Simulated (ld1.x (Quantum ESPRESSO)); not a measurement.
# Scattering properties, RRKJ potential for manganese (Mn)

ld1.x (Quantum ESPRESSO) 7.5 input, shortened:

```
&input
   title='Mn', zed=25., rel=2, dft='PZ', iswitch=3,
   config='[Ar] 3d5 4s2 4p0', rel_dist='average'
 /
 &inputp
   pseudotype=2, tm=.false., rho0=0.001, lloc=2,
   nlcc=.true., new_core_ps=.true., rcore=1.05
 /
3
3S  1  0   2.00   0.00  1.05  1.05  0.0
3P  2  1   6.00   0.00  1.00  1.00  0.0
3D  3  2   5.00   0.00  1.20  1.20  0.0
 &test
   configts(1)='3s2 3p6 3d5 4s2 4p0'
 /
```

Open shells are filled in proportion to 2j + 1 (rel_dist='average').

Occupied shells without a wave of their own: 4s. They enter only through the test configuration that unscreens the potential, and ld1.x also counts them in the model core charge.

The phase is arctan(r·u′/u) with u = r·R(r), unwrapped; energies in Ry, scanned from -8 to 5 Ry. A pole is an energy at which the radial function vanishes at the test radius. The pseudo phase is shifted by a multiple of π to meet the all-electron one at the reference energy, and phase errors are pseudo minus all-electron; the curves can meet again beyond the range given. Levels narrower than the energy grid can be missing from the lists of poles.

```tsv
channel	radius (bohr)	reference energy (Ry)	poles, all-electron	poles, pseudo	unbroken range about the reference energy with phases within 0.05 rad	phase error 1 Ry above the reference energy (rad)
s	1.30	-6.28	-4.26	-4.25	below 4.3	+0.001
p1/2	1.30	-4.07	-1.81	-1.78	the whole range	+0.001
p3/2	1.30	-3.97	-1.64	-1.61	the whole range	+0.001
d3/2	1.30	-0.52	2.02	2.14	the whole range	+0.008
d5/2	1.30	-0.51	2.04	2.14	the whole range	+0.002
```

A Bessel basis up to 400 Ry misses an occupied level by 0.02 Ry, so cutoffs and ghosts were not judged. ld1.x takes every shell without a wave as core, so the model core holds the 4s electrons as well and exchange and correlation see them twice. This cancels in the reference configuration, but the file is broken for other ones, and its errors say nothing about a proper core correction.

Phases in the d3/2 channel:

| E (Ry) | all-electron | pseudo |
| --- | --- | --- |
| -8.00 | 1.283 | 1.286 |
| -7.52 | 1.272 | 1.275 |
| -7.04 | 1.260 | 1.263 |
| -6.56 | 1.246 | 1.249 |
| -6.08 | 1.230 | 1.233 |
| -5.60 | 1.210 | 1.214 |
| -5.12 | 1.188 | 1.192 |
| -4.64 | 1.160 | 1.165 |
| -4.16 | 1.125 | 1.130 |
| -3.68 | 1.080 | 1.086 |
| -3.20 | 1.019 | 1.026 |
| -2.72 | 0.931 | 0.939 |
| -2.24 | 0.797 | 0.806 |
| -1.76 | 0.573 | 0.584 |
| -1.28 | 0.182 | 0.194 |
| -0.80 | -0.381 | -0.371 |
| -0.32 | -0.869 | -0.862 |
| 0.16 | -1.163 | -1.156 |
| 0.64 | -1.335 | -1.327 |
| 1.12 | -1.444 | -1.435 |
| 1.60 | -1.520 | -1.509 |
| 2.08 | -1.577 | -1.565 |
| 2.56 | -1.623 | -1.608 |
| 3.04 | -1.662 | -1.645 |
| 3.52 | -1.697 | -1.676 |
| 4.00 | -1.729 | -1.704 |
| 4.48 | -1.760 | -1.731 |
| 4.96 | -1.791 | -1.757 |
